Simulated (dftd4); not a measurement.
hexafluorodisiloxane (F6OSi2), singlet, at a GFN2-xTB geometry; D4 for pbe0 (dftd4).

Here is a job for dftd4.
```
$ dftd4 mol.xyz --func pbe0 --charge 0 --json dftd4.json --noedisp --grad

# file mol.xyz
9

F      2.21885290     0.19334445    -1.14768293
Si     1.49242503     0.32186169     0.23964350
F      2.33834457    -0.41456129     1.33748724
F      1.39842636     1.84874384     0.60070824
O      0.05739792    -0.36176336     0.18858272
Si    -1.48267425    -0.38331814    -0.20760702
F     -1.71986274     0.17718168    -1.65679789
F     -2.32640504     0.48452724     0.79431689
F     -1.97554429    -1.87206957    -0.14549515
```

**Question.** Predict the main parts of the log of this dftd4 run.

**Answer.** 
```
                    ____  _____ _____     ____  _  _
      -------------|  _ \|  ___|_   _|---|  _ \| || |------------
     |             | | | | |_    | | ___ | | | | || |_           |
     |             | |_| |  _|   | ||___|| |_| |__   _|          |
     |             |____/|_|     |_|     |____/   |_|            |
     |             ===================================           |
     |            E. Caldeweyher, S. Ehlert & S. Grimme          |
     |          Mulliken Center for Theoretical Chemistry        |
     |                    University of Bonn                     |
      -----------------------------------------------------------

Rational (Becke-Johnson) damping: pbe0-D4-ATM
---------------------
  s6         1.0000
  s8         1.2007
  s9         1.0000
  a1         0.4009
  a2         5.0293
 alp        16.0000
--------------------

Dispersion energy:      -8.3450640919284E-03 Eh

Gradient norm:           4.9321798689818E-04 Eh/a0
--------------------------------------------------
     #    Z           dE/dx      dE/dy      dE/dz
--------------------------------------------------
     1    9 F     1.767E-04  1.533E-05 -8.164E-05
     2   14 Si    9.994E-05  2.131E-05  1.532E-05
     3    9 F     1.444E-04 -2.812E-05  8.512E-05
     4    9 F     1.300E-04  1.504E-04  4.979E-05
     5    8 O     8.735E-06 -5.505E-05  2.870E-05
     6   14 Si   -9.932E-05 -2.522E-05 -1.328E-05
     7    9 F    -1.554E-04  9.686E-06 -1.332E-04
     8    9 F    -1.840E-04  3.070E-05  5.764E-05
     9    9 F    -1.210E-04 -1.190E-04 -8.432E-06
--------------------------------------------------

Virial:
--------------------------------------------------
      component           x          y          z
--------------------------------------------------
          x       4.049E-03  7.399E-04  4.600E-04
          y       7.399E-04  1.074E-03  1.148E-04
          z       4.600E-04  1.148E-04  9.770E-04
--------------------------------------------------

[Info] Dispersion results written to 'dftd4.txt'
[Info] JSON dump of results written to 'dftd4.json'
```
